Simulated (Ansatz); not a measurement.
Input for Ansatz (a first-principles code): R-PBE0/def2-TZVPPD on H7PSi (a complex). Files ending in .json are basis or fitting sets from the Basis Set Exchange.

Ansatz 0.2 input:
```yaml
crystal:
  periodic: [false, false, false]
  atoms:
    - {symbol: Si, position_ang: [-0.13344965, 0.05215528, 0.16521351]}
    - {symbol: H, position_ang: [-1.49452903, -0.35409565, 0.58001905]}
    - {symbol: H, position_ang: [-0.06494790, 0.10308216, -1.31344277]}
    - {symbol: H, position_ang: [0.85174509, -0.93032241, 0.66899718]}
    - {symbol: H, position_ang: [0.17409128, 1.39002023, 0.71758852]}
    - {symbol: P, position_ang: [-0.32522285, -0.08998074, 4.27360715]}
    - {symbol: H, position_ang: [0.84742164, 0.27935837, 3.56648297]}
    - {symbol: H, position_ang: [-0.56262562, -1.22365779, 3.45491181]}
    - {symbol: H, position_ang: [-1.16045018, 0.75117490, 3.49496925]}
basis:
  gaussian:
    orbitals: def2-TZVPPD.json
hamiltonian:
  xc: {name: PBE0}
scf: {lower_state_search: off}
```

It printed:

```
WARN ansatz: RAYON_NUM_THREADS=1 ignored (pool sized by the plan → 1); use --threads N
Functional definition: PBE0
these checks for a lower state are left out or cut short: stability, starts, cluster_reference, orbital_swaps, neighbouring_geometries, increment
integrals: 0.12 GiB planned
1075 factors; their error is unknown
mean field: 1.02 GiB planned
mean field evaluation 1: about -17272.4046 eV, gradient 1.4e1 eV
mean field evaluation 2: about -17272.8560 eV, gradient 8.9e0 eV
mean field evaluation 4: about -17273.0508 eV, gradient 2.3e-1 eV
mean field evaluation 8: about -17273.0827 eV, gradient 4.1e-2 eV
mean field -17273.08265361 eV, -634.7740794042 hartree, gradient 3.7e-6 eV, S^2 0.000000; 0 other end points of the search recorded, 0 dependent functions left out
reference -17273.08268824 eV, -634.7740806769 hartree; 18, 18 occupied and 197, 197 virtual orbitals, 1075 factors
Total energy: -17273.08268824 eV, -634.7740806769 hartree
Checks for a lower state left out: stability, starts, cluster_reference, orbital_swaps, neighbouring_geometries, increment
```

The calculation finished and met its thresholds.

Cost: about 1.5 core-seconds (a rough figure).
